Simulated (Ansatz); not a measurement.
`FC[SiH2]F` + H₂ → `F[SiH3]` + `CF` at 400 K and 1 bar (hydrogenolysis of the Si–C bond).

Program: Ansatz. Geometries: PBE0-D4/def2-TZVP. ΔE: electronic, gas phase. CCSD(T)/CBS adds triple-zeta CCSD(T) − MP2 to the extrapolated MP2 energy (def2 sets, frozen cores). This one scheme is used for every species. One conformer a species, not always the lowest.

| species | CCSD(T)/CBS energy (Eh) | H − E (kJ/mol) | S (J/(mol·K)) |
| --- | --- | --- | --- |
| `FC[SiH2]F` | -529.16787 | 155.7 | 335.0 |
| H₂ | -1.17544 | 38.0 | 139.0 |
| `F[SiH3]` | -390.72345 | 88.0 | 253.8 |
| `CF` | -139.63461 | 117.5 | 234.3 |

H − E and S are ideal-gas, rigid-rotor, harmonic terms from PBE0-D4/def2-TZVP, for one conformer and one mirror image of each species. The MP2-based limit puts H₂ 0.8 mEh under its directly extrapolated value; such offsets cancel only in part. 1 Eh = 2625.50 kJ/mol, R = 8.31446 J/(mol·K).

Problem. By hand: ΔE, ΔH, ΔS and ΔG.

Solution. ΔE = (-390.72345) + (-139.63461) − (-529.16787) − (-1.17544) = -0.01475 Eh = -38.7 kJ/mol. Δ(H − E) = 88.0 + 117.5 − 155.7 − 38.0 = 11.8, so ΔH = -26.9 kJ/mol. ΔS = 253.8 + 234.3 − 335.0 − 139.0 = 14.1 J/(mol·K). ΔG = -26.9 − 400 × (14.1)/1000 = -32.5 kJ/mol.

Problem. By hand: the equilibrium constant, and the temperature at which ΔG would vanish if ΔH and ΔS stayed fixed.

Solution. log₁₀ K = −ΔG/(RT ln 10) = 4.2. ΔH and −TΔS have one sign here, so there is no such temperature.

The number of gas molecules stays the same, so ΔS is small and ΔH decides. A doubt of 5 kJ/mol in ΔE shifts log₁₀ K by 0.7 here. Other conformers and mirror images would add mixing entropy, several J/(mol·K) or more a flexible species. These are equilibria of isolated gas molecules and say nothing of rates. Largest T1 diagnostic: 0.011 (customary marks: 0.02 for closed shells, 0.045 for open ones).
